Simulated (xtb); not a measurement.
C3H5BF2, SMILES FB1CC[C@@H]1F. All values are semi-empirical tight-binding results from xtb (GFN2-xTB unless named), good for trends rather than for accurate numbers. The structure is a stationary point at GFN2-xTB. The structure was generated by enumeration; whether it is a known compound was not checked.

Computed properties:
```yaml
orbital_gap: 4.15 eV
dipole_moment: 3.02 D
zero_point_energy: 49.6 kcal/mol
G − E(el) at 298.15 K (modified RRHO): 30.7 kcal/mol
static polarisability (D4 model): 46.4 bohr³
solvation energy, GFN2-xTB/ALPB(water): -3.0 kcal/mol
solvation energy, GFN2-xTB/ALPB(benzene): -4.2 kcal/mol
```

Computed IR lines (harmonic; lines under 4 % of the strongest left out, lines within 3 cm⁻¹ merged):
ν (cm⁻¹): 691 (w), 735 (w), 889 (w), 941 (w), 994 (w), 1022 (w), 1095 (w), 1401 (vs), 2916 (w), 3018 (w), 3034 (w) (against the strongest line: vs over 80 %, s over 45 %, m over 15 %, w over 4 %, vw less)
